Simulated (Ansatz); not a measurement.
```yaml
crystal:
  periodic: [false, false, false]
  atoms:
    - {symbol: In, position_ang: [-1.742608, 2.218655, 0.024775]}
    - {symbol: In, position_ang: [3.435627, 0.258108, -0.017704]}
    - {symbol: In, position_ang: [-1.055538, -3.257710, 0.345386]}
    - {symbol: P, position_ang: [-1.861257, -0.618699, -0.083318]}
    - {symbol: P, position_ang: [0.195196, -0.254189, -0.051171]}
    - {symbol: P, position_ang: [1.028569, 1.653825, -0.217968]}
basis:
  gaussian: {orbitals: def2-TZVP, initial_orbitals: start.molden}
total_charge: 1
magnetization: {spin_polarized: true, initial_magnetization: 1}
hamiltonian: {xc: {name: wB97X-V}}
scf: {omitted_lower_state_checks: [starts]}
output: {orbitals: {seedname: orbitals}}
```

The file start.molden holds the orbitals of an earlier run on this structure, at another level or in another basis.

```sh
$ ansatz run in.yaml --threads 4 --pin off --events-out ev --progress --plain --max-ram 4787MiB
```

Does this run fit into the memory that it is given?

No. It has 261 basis functions, and Ansatz plans for 5.08 GiB where 4.67 GiB are given.
